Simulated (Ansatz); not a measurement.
Abridged output of a molecular run in Ansatz:

```
Functional definition: HF
1741 factors; integrals over basis functions are off by at most 1.3e-3 eV
mean field evaluation 1: about -18685.5063 eV, gradient 5.2e1 eV
mean field evaluation 2: about -18685.7106 eV, gradient 5.2e1 eV
mean field evaluation 4: about -18691.4343 eV, gradient 5.3e0 eV
mean field evaluation 8: about -18691.5330 eV, gradient 2.5e-1 eV
mean field evaluation 16: about -18691.5336 eV, gradient 1.0e-6 eV
mean field -18691.53356723 eV, -686.9011890193 hartree, gradient 1.0e-6 eV, S^2 0.000000; 0 other end points of the search recorded, 0 dependent functions left out
13 core orbitals not correlated: weight in the atoms' cores, before any rotation towards them, 1.000 or more for the frozen orbitals, at most 0.000 for the correlated occupied ones
reference -18691.53356723 eV, -686.9011890193 hartree; 15, 15 occupied and 275, 275 virtual orbitals, 1741 factors
second order -21.67117236 eV of doubles, -0.00000000 eV of singles
cycle   1  -22.51523590 eV  change   -8.4e-1 eV  update   1.0e-1
cycle   2  -23.06981955 eV  change   -5.5e-1 eV  update   3.0e-2
cycle   3  -23.19152401 eV  change   -1.2e-1 eV  update   1.5e-2
cycle   4  -23.18368474 eV  change    7.8e-3 eV  update   3.3e-3
cycle   5  -23.18290984 eV  change    7.7e-4 eV  update   1.5e-3
cycle   6  -23.18311079 eV  change   -2.0e-4 eV  update   4.1e-4
cycle   7  -23.18292583 eV  change    1.8e-4 eV  update   1.7e-4
cycle   8  -23.18291904 eV  change    6.8e-6 eV  update   5.1e-5
cycle   9  -23.18293513 eV  change   -1.6e-5 eV  update   1.7e-5
perturbative correction -0.81401225 eV, -0.0299143985 hartree
Total energy: -18715.53051461 eV, -687.7830605699 hartree
```

Its atoms:

Cartesian coordinates in Å:
```
C 2.179 -0.434 -1.280
Al 0.324 -0.514 -1.858
O -0.907 -0.193 -0.751
Si -1.779 0.158 0.575
C -0.687 0.656 2.001
H 2.317 0.232 -0.424
H 2.843 -0.105 -2.084
H 2.524 -1.428 -0.974
H -0.124 -0.885 -3.329
H -2.721 1.269 0.259
H -2.582 -1.038 0.959
H 0.006 -0.147 2.266
H -0.101 1.546 1.757
H -1.292 0.884 2.883
```

Which basis set was used?
A. def2-TZVPPD
B. cc-pV(Q+d)Z
C. def2-QZVPP
D. def2-TZVPP

D. It gives 303 functions.

Write the keys of the input that set method, charge and spin (a neutral closed shell needs none for the last two).


```yaml
correlation: {method: ccsd_t}
```
